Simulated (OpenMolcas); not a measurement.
Ni4+ among 6 point charges of -1 e arranged as a trigonal antiprism (D3d), with a polar angle of 48.7° against the regular 54.74°.

```yaml
Program: OpenMolcas 26.06
Method: "SS-CASPT2, IPEA 0.25 Eh, imaginary shift 0.1 Eh (closed shells correlated: 3s 3p)"
Basis: ANO-RCC-VDZP [5s4p2d1f]
Scalar_Hamiltonian: DKH2, point nucleus
Active_space: 6 electrons in 5 orbitals (3d)
State_averaging: 2S+1 = 5 even, 5 roots; 2S+1 = 3 even, 45 roots; 2S+1 = 1 even, 50 roots
Spin-orbit_coupling: state interaction with AMFI integrals over the reference wave functions
```

All point charges move together. At R = 2.15 Å the first state of the same spin is 1600 cm-1, and at R = 2.25 Å it is 1430 cm-1.

Problem. A third run gives 1900 cm-1. What distance was it run at?

Solution. With a power law R^-n the two known points give n = -ln(1430 / 1600) / ln(2.25 / 2.15) = 2.47. Then R = 2.15 × (1600 / 1900)^(1/2.47) = 2.005 Å. The run was at 2.01 Å, so the estimate is off by -0.005 Å.

Roots that are degenerate in the reference are averaged as groups; the widest CASPT2 spread within a group is 91 cm-1 (the 2-fold group of multiplicity 1 near 83200 cm-1 above the lowest state of its run, R = 2.01). Shifts and gaps below about the spread of the groups concerned are not significant. An orbital doublet at a regular site is open to a Jahn-Teller distortion, which this geometry leaves out. Point charges give a weaker field than real ligands, and real ions of this kind are often low spin; the high spin found here belongs to the model. The ground term spreads over less than 5000 cm-1, several times less than with real ligands, so orbital moments are less quenched and χT lies further from the spin-only value than at real sites. Free-ion shares, where given, are those of the reference states; single-state CASPT2 does not remix them. Point charges carry no covalency, so the field is a model and not that of real ligands. No measured value stands beside these numbers.
